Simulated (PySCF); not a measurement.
## Correlation energy of I+ (iodine, charge +1)

[Kr] 4d10 5s1 5p4 5d1, one real determinant (an excited configuration). All numbers are calculated (PySCF 2.14, scalar relativity through the core potential, in aug-cc-pwCVDZ-PP with ECP28MDF (6s5p4d1f, 48 functions)). Frozen: 4s2 4p6 4d10; 6 electrons correlated.

```
  level  correlation energy (mhartree)
   CCSD                         -97.01
    (T)                          -6.85
CCSD(T)                        -103.86
```

Diagnostics: T1 = 0.011, D1 = 0.0311, largest double amplitude 0.260.

The real determinant used has ⟨L²⟩ near 8 against 12 for a pure F term, so it mixes terms. The outer electron is Rydberg-like, and this basis confines it to a smaller radius and binds it less than a complete one would. A double-excitation amplitude exceeds 0.15, a sign of near-degeneracy.

Cost of the coupled-cluster step: about 1.1 core-seconds, for 6 correlated electrons.

Iterations:

```
CC2 = 0
CCSD nocc = (np.int64(5), np.int64(1)), nmo = (39, 39)
frozen orbitals [[0, 1, 2, 3, 4, 5, 6, 7, 8], [0, 1, 2, 3, 4, 5, 6, 7, 8]]
max_cycle = 100
direct = 0
conv_tol = 1e-08
conv_tol_normt = 1e-06
diis_space = 8
diis_start_cycle = 0
Init t2, MP2 energy = -0.0563220150957789
Init E_corr(UCCSD) = -0.0563220151015246
cycle = 1  E_corr(UCCSD) = -0.0716932906109124  dE = -0.0153712755  norm(t1,t2) = 0.091312
cycle = 2  E_corr(UCCSD) = -0.078540253799013  dE = -0.00684696319  norm(t1,t2) = 0.0648777
cycle = 3  E_corr(UCCSD) = -0.0922848619945478  dE = -0.0137446082  norm(t1,t2) = 0.0509897
cycle = 4  E_corr(UCCSD) = -0.0925556237443968  dE = -0.00027076175  norm(t1,t2) = 0.0248353
cycle = 5  E_corr(UCCSD) = -0.0999138999299265  dE = -0.00735827619  norm(t1,t2) = 0.0166789
cycle = 6  E_corr(UCCSD) = -0.0951121289182341  dE = 0.00480177101  norm(t1,t2) = 0.0120287
cycle = 7  E_corr(UCCSD) = -0.0968661354636931  dE = -0.00175400655  norm(t1,t2) = 0.00632079
cycle = 8  E_corr(UCCSD) = -0.0970185021928557  dE = -0.000152366729  norm(t1,t2) = 0.00137018
cycle = 9  E_corr(UCCSD) = -0.0970576057753918  dE = -3.91035825e-05  norm(t1,t2) = 0.0008622
cycle = 10  E_corr(UCCSD) = -0.0969946950179157  dE = 6.29107575e-05  norm(t1,t2) = 0.000378385
cycle = 11  E_corr(UCCSD) = -0.0970208679697753  dE = -2.61729519e-05  norm(t1,t2) = 8.6998e-05
cycle = 12  E_corr(UCCSD) = -0.0970122249726534  dE = 8.64299712e-06  norm(t1,t2) = 3.87851e-05
cycle = 13  E_corr(UCCSD) = -0.0970126747199748  dE = -4.49747321e-07  norm(t1,t2) = 6.70707e-06
cycle = 14  E_corr(UCCSD) = -0.0970124890089716  dE = 1.85711003e-07  norm(t1,t2) = 3.01541e-06
cycle = 15  E_corr(UCCSD) = -0.0970124566448047  dE = 3.23641668e-08  norm(t1,t2) = 1.38558e-06
cycle = 16  E_corr(UCCSD) = -0.0970124694344443  dE = -1.27896395e-08  norm(t1,t2) = 3.7527e-07
cycle = 17  E_corr(UCCSD) = -0.0970124663237031  dE = 3.11074112e-09  norm(t1,t2) = 7.97024e-08
UCCSD converged
E(UCCSD) = -293.65314430297  E_corr = -0.09701246632370314
UCCSD(T) correction = -0.00684689312233553
```

The reference is one real determinant that mixes LS terms of this configuration.
